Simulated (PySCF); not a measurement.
First hyperpolarisability: SMILES C(C=C=C(N(C)C)C#N)#N, C$_{7}$H$_{7}$N$_{3}$

Geometry:
```
atom   x (Å)   y (Å)   z (Å)
  C1  -2.452   0.084  -0.601
  N2  -1.279   0.083   0.243
  C3  -0.953  -1.159   0.894
  C4  -0.212   0.895  -0.085
  C5   1.067   0.644   0.184
  C6   2.332   0.463   0.492
  C7   3.270  -0.142  -0.406
  N8   4.045  -0.636  -1.113
  C9  -0.495   2.153  -0.730
 N10  -0.717   3.162  -1.253
 H11  -2.338  -0.565  -1.490
 H12  -2.673   1.104  -0.944
 H13  -3.315  -0.272  -0.020
 H14  -0.270  -0.971   1.736
 H15  -1.872  -1.614   1.288
 H16  -0.464  -1.883   0.214
 H17   2.733   0.767   1.471
```

Level of theory: quadratic response CAM-B3LYP/aug-cc-pVDZ first hyperpolarisability, Taylor convention, gas phase (PySCF 2.14.0). Geometry: PBE0-D3(BJ)/def2-SVP.

**Question.** Give β for the processes computed.

**Answer.** In au, Taylor convention; the vector part is βᵢ = ⅓ Σⱼ (βᵢⱼⱼ + βⱼᵢⱼ + βⱼⱼᵢ); β∥ is 3/5 of the vector part along the dipole, the dipole points from − to +:
| process | λ (nm) | β vector norm | β∥ | β HRS | depolarisation ratio |
| --- | --- | --- | --- | --- | --- |
| static β(0;0,0) | ∞ | 238.9 | 140.1 | 122.5 | 3.04 |
| second harmonic β(−2ω;ω,ω) | 1907 | 262.1 | 153.5 | 134.3 | 3.08 |
| Pockels β(−ω;ω,0) | 1907 | 246.2 | 144.3 | – | – |
| second harmonic β(−2ω;ω,ω) | 1064 | 330.3 | 192.7 | 169.0 | 3.14 |
| Pockels β(−ω;ω,0) | 1064 | 263.9 | 154.5 | – | – |

**Question.** Which lowest excitations, dipole and polarisabilities go with it?

**Answer.** S1 3.64 eV (f = 0.002); S2 5.08 eV (f = 0.337); S3 5.63 eV (f = 0.011); dipole 5.69 D; isotropic α 111.2 au static, 111.7 au at 1907 nm, 112.9 au at 1064 nm, 113.3 au at 953.5 nm, 118.7 au at 532 nm.
